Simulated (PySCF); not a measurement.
These are TPSSh-D3(BJ)/def2-TZVP // B3LYP-D3(BJ)/def2-TZVP in PySCF values and carry that method's errors. Isolated molecules, 0 K electronic values unless said otherwise. One relaxed conformer stands for a flexible species; it need not be the lowest. Excitations are Tamm–Dancoff values on a coarser integration grid. The basis has no diffuse functions, so Rydberg states are missing or too high.

Reference species (SMILES): `O(C=[SiH2])[SiH3]` (Si–C–O–Si torsion 0°) (neutral, multiplicity 1).

| Item | Result |
|---|---|
| LUMO | -1.36 eV |
| T1 excitation (TDA) | 2.36 eV |
| HOMO–LUMO gap | 4.03 eV |

Changed species: `C=[Si](O)[SiH3]` (Si–Si–O–H torsion 180°).

What does the change do to the LUMO, T1 excitation (TDA) and HOMO–LUMO gap?

the LUMO rises by 0.09 eV, to -1.27 eV; the T1 excitation (TDA) rises by 0.43 eV, to 2.79 eV; the HOMO–LUMO gap rises by 0.29 eV, to 4.32 eV.
